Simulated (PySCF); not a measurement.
AlCl, charge -1, doublet, at a GFN2-xTB geometry (such geometries of metal compounds can be far from the true shape) (a state made from the parent by changing its charge; the spin is typed, not shown lowest) (in this run its highest filled SCF level lies above zero, so its values depend strongly on the basis, on diffuse functions most of all); PBE0/aug-cc-pVDZ run with PySCF.

The PySCF input:
```python
from pyscf import gto, scf, dft

mol = gto.M(
    atom='''
Al   -0.000000   -0.000000   -1.405019
Cl    0.000000    0.000000    1.074427
''',
    basis='aug-cc-pvdz',
    charge=-1,
    spin=1,
    verbose=4,
)

mf = dft.UKS(mol)
mf.xc = 'pbe0'
mf.kernel()
```

It wrote (shortened):

```
PySCF version 2.14.0

[INPUT] verbose = 4
[INPUT] num. atoms = 2
[INPUT] num. electrons = 31
[INPUT] charge = -1
[INPUT] spin (= nelec alpha-beta = 2S) = 1
[INPUT] symmetry False subgroup None
[INPUT] Mole.unit = angstrom
[INPUT] Symbol           X                Y                Z      unit          X                Y                Z       unit  Magmom
[INPUT]  1 Al     0.000000000000   0.000000000000  -1.405019000000 AA    0.000000000000   0.000000000000  -2.655101109810 Bohr   0.0
[INPUT]  2 Cl     0.000000000000   0.000000000000   1.074427000000 AA    0.000000000000   0.000000000000   2.030372770838 Bohr   0.0

nuclear repulsion = 47.1670540972943
number of shells = 16
number of NR pGTOs = 100
number of NR cGTOs = 54
basis = aug-cc-pvdz
ecp = {}

******** <class 'pyscf.dft.uks.UKS'> ********
method = UKS
initial guess = minao
damping factor = 0
level_shift factor = 0
DIIS = <class 'pyscf.scf.diis.CDIIS'>
diis_start_cycle = 1
diis_space = 8
diis_damp = 0
SCF conv_tol = 1e-09
SCF conv_tol_grad = None
SCF max_cycles = 50
direct_scf = True
direct_scf_tol = 1e-13
number electrons alpha = 16  beta = 15
XC library pyscf.dft.libxc version 7.1.2
    S. Lehtola, C. Steigemann, M. J. T. Oliveira, and M. A. L. Marques,  SoftwareX 7, 1–5 (2018)
XC functionals = pbe0
    C. Adamo and V. Barone,  J. Chem. Phys. 110, 6158 (1999)
    M. Ernzerhof and G. E. Scuseria,  J. Chem. Phys. 110, 5029 (1999)
radial grids:
    Treutler-Ahlrichs [JCP 102, 346 (1995); DOI:10.1063/1.469408] (M4) radial grids

becke partition: Becke, JCP 88, 2547 (1988); DOI:10.1063/1.454033
pruning grids: <function nwchem_prune>
grids dens level: 3
symmetrized grids: False
atomic radii adjust function: <function treutler_atomic_radii_adjust>
small_rho_cutoff = 0
Set gradient conv threshold to 3.16228e-05
tot grids = 38064
init E= -702.268034389087

cycle= 1 E= -702.384903007721  delta_E= -0.117  |g|= 0.232  |ddm|= 0.777
cycle= 2 E= -702.353660119368  delta_E= 0.0312  |g|= 0.339  |ddm|= 0.734
cycle= 3 E= -702.43404385182  delta_E= -0.0804  |g|= 0.0192  |ddm|= 0.337
cycle= 4 E= -702.434335835871  delta_E= -0.000292  |g|= 0.012  |ddm|= 0.0556
cycle= 5 E= -702.434468053644  delta_E= -0.000132  |g|= 0.0016  |ddm|= 0.022
cycle= 6 E= -702.434471806292  delta_E= -3.75e-06  |g|= 0.000508  |ddm|= 0.00609
cycle= 7 E= -702.43447242976  delta_E= -6.23e-07  |g|= 9.71e-05  |ddm|= 0.00265
cycle= 8 E= -702.434472471925  delta_E= -4.22e-08  |g|= 2.9e-05  |ddm|= 0.000741
cycle= 9 E= -702.434472475265  delta_E= -3.34e-09  |g|= 8.82e-06  |ddm|= 0.000167
cycle= 10 E= -702.434472475525  delta_E= -2.6e-10  |g|= 2.64e-06  |ddm|= 3.58e-05
Extra cycle  E= -702.434472475552  delta_E= -2.64e-11  |g|= 2.21e-06  |ddm|= 1.4e-05
converged SCF energy = -702.434472475552  <S^2> = 0.75661966  2S+1 = 2.0066087
```
